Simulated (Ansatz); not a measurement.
Breaking a bond: BrMg (cation, charge +1), lowest triplet found (which spin is the ground state isn't settled by this scan).

Methods: ROHF/cc-pVDZ (Ansatz, a program for electronic structure); ROMP2 = MP2 on ROHF/cc-pVDZ, cores with 3d frozen (Ansatz); ROCCSD = CCSD on ROHF/cc-pVDZ, cores with 3d frozen in Ansatz; ROCCSD(T) = CCSD(T) on ROHF/cc-pVDZ, cores with 3d frozen in Ansatz; UHF/cc-pVDZ (Ansatz); UMP2 = Ansatz with MP2 on UHF/cc-pVDZ, cores with 3d frozen; UCCSD = CCSD on UHF/cc-pVDZ, cores with 3d frozen in Ansatz; UCCSD(T) = Ansatz with CCSD(T) on UHF/cc-pVDZ, cores with 3d frozen; ROCCSDT = CCSDT on ROHF/cc-pVDZ, cores with 3d frozen in Ansatz; UCCSDT = CCSDT on UHF/cc-pVDZ, cores with 3d frozen in Ansatz; UCCSDT(Q) = CCSDT(Q) on UHF/cc-pVDZ, cores with 3d frozen (Ansatz); UKS-B3LYP = unrestricted B3LYP/cc-pVDZ (Ansatz); UKS-PBE0 = unrestricted PBE0/cc-pVDZ (Ansatz); UKS-PBE = unrestricted PBE/cc-pVDZ run with Ansatz; FCI = full CI/cc-pVDZ, cores with 3d frozen run with Ansatz.

All curves are set to zero at 2.80 Å and compared with full CI in the same basis at 2.80, 2.94, 3.13, 3.27, 3.50, 3.77, 4.19, 4.65, 5.09, 5.74, 6.51, 7.54, 8.83 Å.

Question: Order the methods by the spread of their error (largest minus smallest) over these points.

Answer: UCCSDT(Q) has the smallest spread and ROHF the largest. In order (kJ/mol): UCCSDT(Q) 0.01, UCCSDT 0.06, ROCCSDT 0.06, ROCCSD(T) 0.37, UCCSD(T) 0.37, UCCSD 2.03, ROCCSD 2.05, UMP2 5.03, ROMP2 5.20, UKS-B3LYP 6.54, UKS-PBE0 7.34, UKS-PBE 10.66, UHF 17.94, ROHF 18.48.

Errors against full CI at some of the points (kJ/mol):

| method | 3.50 Å | 4.19 Å | 5.74 Å | 6.51 Å | 8.83 Å |
|---|---|---|---|---|---|
| UCCSDT(Q) | 0.0 | 0.0 | 0.0 | 0.0 | 0.0 |
| UCCSDT | 0.0 | -0.1 | -0.1 | -0.1 | -0.1 |
| ROCCSDT | 0.0 | -0.1 | -0.1 | -0.1 | -0.1 |
| ROCCSD(T) | -0.2 | -0.3 | -0.4 | -0.4 | -0.4 |
| UCCSD(T) | -0.2 | -0.3 | -0.4 | -0.4 | -0.4 |
| UCCSD | -1.0 | -1.7 | -2.0 | -2.0 | -2.0 |
| ROCCSD | -1.1 | -1.7 | -2.0 | -2.0 | -2.0 |
| UMP2 | -2.7 | -4.3 | -5.0 | -5.0 | -5.0 |
| ROMP2 | -2.7 | -4.4 | -5.1 | -5.2 | -5.2 |
| UKS-B3LYP | -1.2 | 1.3 | 5.0 | 5.2 | 3.5 |
| UKS-PBE0 | 1.1 | 4.7 | 7.3 | 7.3 | 7.3 |
| UKS-PBE | 1.2 | 6.4 | 10.5 | 8.8 | 2.4 |
| UHF | -9.5 | -15.1 | -17.7 | -17.9 | -17.9 |
| ROHF | -9.8 | -15.6 | -18.2 | -18.4 | -18.5 |
